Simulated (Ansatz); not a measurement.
Species: ZrF3 (charge +1, singlet). 
Structure (B3LYP-D3(BJ)/def2-TZVP (Ansatz, a quantum-chemistry and plane-wave program) minimum search):
SMILES: [F][Zr+]([F])[F]
```xyz
4

Zr     0.0186     0.2285     0.0750
F      1.7148    -0.4480    -0.2093
F     -0.8476    -0.7594     1.3748
F     -0.9498     0.1919    -1.4987
```
Charge +1, spin multiplicity 1.

Quantity: vertical ionisation energy (to the doublet state of charge +2; each state is the SCF solution reached for its spin; the molecule has degenerate orbitals, so one determinant may break the symmetry; the UHF <S^2> is 0.96 for the doublet (pure: 0.75); for the doublet the Hartree-Fock reference is unstable and T1 is 0.042), in eV. Valence correlation only, unless marked. Open shells are spin-unrestricted. Spin-orbit coupling is left out. Frozen are the shells of the preceding noble gas and the d and f shells that filled before the atom's block. Past Kr the def2 sets carry scalar-relativistic core potentials. Basis-set limits of correlation are two-point, X^-3; Hartree-Fock from the larger set. The program attaches cautions to a run behind CCSD/def2-SVPD: other roots. The program attaches cautions to a run behind CCSD(T)/def2-SVPD: other roots.

| level | program | vertical ionisation energy (eV) |
|---|---|---|
| HF/def2-QZVPPD | Ansatz | 19.77 |
| RI-HF/def2-TZVPPD | Ansatz | 19.78 |
| SVWN5/def2-TZVPD | Ansatz | 20.36 |
| PBE/def2-TZVPD | Ansatz | 20.01 |
| r2SCAN/def2-TZVPD | Ansatz | 20.26 |
| B3LYP/def2-TZVPD | Ansatz | 20.69 |
| PBE0/def2-TZVPD | Ansatz | 20.72 |
| BHLYP/def2-TZVPD | Ansatz | 21.12 |
| CAM-B3LYP/def2-TZVPD | Ansatz | 21.14 |
| wB97M-V/def2-TZVPD | Ansatz | 21.12 |
| wB97X-V/def2-TZVPD | Ansatz | 21.13 |
| B2PLYP/def2-TZVPD | Ansatz | 21.20 |
| RI-MP2/def2-TZVPPD | Ansatz | 21.63 |
| RI-MP2/def2-QZVPPD | Ansatz | 21.73 |
| RI-MP2/CBS(def2-TZVPPD,def2-QZVPPD) | Ansatz | 21.81 |
| CCSD/def2-SVPD | Ansatz | 21.27 |
| CCSD(T)/def2-SVPD | Ansatz | 21.21 |
